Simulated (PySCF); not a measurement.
SMILES F[SiH2]c1ccc([SiH](F)F)cc1 (C₆H₇F₃Si₂) (GFN2-xTB optimised geometry):

```
18

Si    -1.940    -3.706     4.711
F     -1.049    -3.442     6.027
C     -1.290    -2.557     3.368
C     -0.183    -1.738     3.586
C      0.291    -0.900     2.596
C     -0.319    -0.851     1.342
C     -1.430    -1.668     1.126
C     -1.902    -2.504     2.118
Si     0.321     0.289     0.000
F     -0.025    -0.326    -1.436
F      1.921     0.289     0.000
H     -1.731    -5.110     4.389
H     -3.302    -3.374     5.106
H      0.310    -1.760     4.547
H      1.153    -0.279     2.790
H     -1.921    -1.649     0.163
H     -2.761    -3.130     1.922
H     -0.112     1.668     0.000
```

Level of theory: B3LYP/def2-SVP (PySCF).

What are the frontier orbital energies and the dipole moment?

HOMO-2 -8.72 eV, HOMO-1 -7.71 eV, HOMO -7.63 eV, LUMO -1.53 eV, LUMO+1 -0.79 eV; dipole moment 2.12 D.

On the same geometry PBE/def2-SVP run with PySCF gives HOMO-2 -7.49 eV, HOMO-1 -6.94 eV, HOMO -6.87 eV, LUMO -2.22 eV, LUMO+1 -1.56 eV; dipole moment 1.94 D.

Meta-Löwdin charges at B3LYP/def2-SVP: Si1 0.95, F2 -0.48, C3 -0.23, C4 -0.09, C5 -0.08, C6 -0.25, C7 -0.08, C8 -0.09, Si9 1.27, F10 -0.47, F11 -0.47, H12 -0.12, H13 -0.12, H14 0.11, H15 0.10, H16 0.11, H17 0.10, H18 -0.14.
